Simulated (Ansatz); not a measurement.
Two isomers of CH6AlNS: A = `[AlH2][NH]CS`, B = `[CH3][Al]([NH2])[SH]`.

Gas-phase electronic energies from Ansatz, PBE0-D4/def2-TZVP geometries. CBS: MP2 limit from def2 TZ/QZ plus the TZ coupled-cluster correction, frozen cores. This one scheme is used for every species. DFT in def2-TZVPP. B3LYP here is the variant with VWN-RPA as its local correlation; programs differ in this. One conformer a species, not always the lowest.

Problem. Which isomer does CCSD(T)/CBS put lower? Give the gap. (Best estimate.)

Solution. Ansatz gave: B, by 245.9 kJ/mol.

Problem. Give E(B) − E(A) in kJ/mol with ωB97M-V, B2PLYP, PBE0-D4, CCSD(T)/def2-TZVPP, B3LYP-D4, BLYP-D4, r2SCAN-D4. (An estimate is asked.)

Solution. The calculation gave: ωB97M-V -242.5, B2PLYP -241.9, PBE0-D4 -240.3, CCSD(T)/def2-TZVPP -241.3, B3LYP-D4 -235.4, BLYP-D4 -227.7, r2SCAN-D4 -248.6. None reverses the order clearly.

Problem. Does the order hold for the free energy at 298.15 K (harmonic terms from PBE0-D4)? (Best estimate.)

Solution. Ansatz gave: Yes: G(B) − G(A) = -242.0 kJ/mol, for one conformer each. Modes under 60 cm⁻¹, often nearly free rotors, make the harmonic entropy too high.

Largest T1 diagnostic: 0.012.

From PBE to PBE0 (25 % exact exchange), in def2-TZVPP and without D4, E(B) − E(A) moves by −6.4 kJ/mol. Leaving LDA and LC-ωPBE aside and taking each functional with its dispersion term where it has one, the values, not all of them listed here, spread over 25.3 kJ/mol, from r2SCAN0-D4 to revPBE-D4. LDA lies +6.9 kJ/mol from PBE without D4.
